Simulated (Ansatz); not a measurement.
# Ligand exchange: GeH(GeH3)Cl2 + InH2(CH3) → GeH2(GeH3)Cl + InH(CH3)Cl

Species: GeH(GeH3)Cl2, singlet; InH2(CH3), singlet; GeH2(GeH3)Cl, singlet; InH(CH3)Cl, singlet. The partners trade Cl for H: Ge–Cl and In–H bonds give way to Ge–H and In–Cl.

Shapes, held fixed at every level: PBE0-D4/def2-TZVP. Programs: Ansatz 0.2.0. Electronic energies: no zero-point or thermal term.

| level | kind | ΔE (kJ/mol) | less CCSD(T)/def2-TZVPP |
| --- | --- | --- | --- |
| HF/def2-TZVPP | Hartree–Fock | -71.8 | -8.0 |
| r2SCAN-D4/def2-TZVPP | meta-GGA | -65.3 | -1.5 |
| wB97M-V/def2-TZVPP | range-separated hybrid | -61.4 | +2.4 |
| wB97X-V/def2-TZVPP | range-separated hybrid | -63.3 | +0.5 |
| MP2/def2-SVP | perturbation theory | -67.5 | -3.7 |
| MP2/def2-TZVPP | perturbation theory | -64.4 | -0.6 |
| CCSD/def2-TZVPP | coupled cluster or CI | -65.1 | -1.3 |
| CCSD(T)/def2-TZVPP | coupled cluster or CI | -63.8 | 0.0 |

The highest level, CCSD(T)/def2-TZVPP, gives ΔE = -63.8 kJ/mol; the levels span -71.8 to -61.4. The column of differences is taken from that level and isn't an error. No measured value is set beside it here. For atoms past krypton def2 sets carry core potentials with scalar relativity. Relativity is left out for Ge. Outer-core shells of Ge, In are correlated, in sets that cover them unevenly.
